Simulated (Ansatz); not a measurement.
A made-up structure of Si$_{2}$H$_{3}$Br, singlet:

```
6
angstrom
Si -0.5120 0.2962 -0.8116
Si 0.4219 -0.0397 0.7129
Br 1.5667 -1.8059 0.4423
H -1.0716 -1.0048 -1.4623
H -1.3940 1.3798 -0.3461
H 0.9890 1.1744 1.4648
```

It is relaxed with PBE-D4/def2-SVP and then PBE0-D4/def2-TZVP (Ansatz 0.2.0). Atoms count as bonded within 1.22 times the sum of their covalent radii (H–H: 0.88 Å). The end point is not checked to be a true minimum.

(1) Does its bonding change? (A judgement: the text doesn't fix the answer.)

## Answers

(1) The calculation gives: No: no bond forms or breaks.

Where it ends: The first stage lowers the energy by 2.38 eV in 7 steps. It ends as Si₂H₃Br ([SiH2][SiH][Br]):
Si1  (-0.698, 0.360, -0.916)
Si2  (0.568, -0.102, 0.790)
Br3  (1.916, -1.851, 0.754)
H4  (-1.316, -0.808, -1.593)
H5  (-1.689, 1.427, -0.613)
H6  (1.218, 0.974, 1.579)
(Å)

Labels in which every atom is bracketed show which atoms are joined, not bond orders.

For scale, one of the runs: PBE0-D4/def2-TZVP relaxation, 140 basis functions, launched by `ansatz run in.yaml --threads 2 --pin off --events-out ev --progress --plain --max-ram 4352MiB`. Hardware: 2 CPU threads of an Arm Neoverse V2, shared host. Wall time about 19 s.
